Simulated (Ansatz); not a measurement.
Reaction (ligand exchange at a Ga–Br bond): `[OH][Ga]([Br])[Br]` + HCl → `[OH][Ga]([Cl])[Br]` + HBr

Computed with Ansatz on PBE0-D4/def2-TZVP structures; ΔE is electronic, products minus reactants. CCSD(T)/CBS adds triple-zeta CCSD(T) − MP2 to the extrapolated MP2 energy (def2 sets, frozen cores). This one scheme is used for every species. DFT in def2-TZVPP. B3LYP here is the variant with VWN-RPA as its local correlation; programs differ in this. For Br, Ga outer-core shells are correlated without core-valence functions, which leaves a few kJ/mol of doubt a bond. Scalar relativity is left out up to krypton. One conformer a species, not always the lowest.

```tsv
level	ΔE (kcal/mol)	difference from CCSD(T)/CBS
revPBE-D4	2.7	-0.3
PBE0	2.8	-0.2
B3LYP	2.4	-0.6
BHLYP	2.6	-0.4
CAM-B3LYP	2.2	-0.8
RPA@PBE/def2-TZVPP	2.7	-0.3
CCSD(T)/def2-SVP	1.2	-1.8
MP2/def2-QZVPP	3.2	0.2
SCS-MP2/def2-QZVPP	2.9	-0.1
HF/CBS(def2)	2.5	-0.5
CCSD(T)/CBS	3.0	0
```

Largest T1 diagnostic among the species: 0.011.

At CCSD(T), def2-SVP lies −1.8 kcal/mol from the extrapolated value and def2-TZVPP −0.1 kcal/mol. Leaving LDA and LC-ωPBE aside and taking each functional with its dispersion term where it has one, the values, not all of them listed here, spread over 1.2 kcal/mol, from B97M-V to BHLYP-D4.
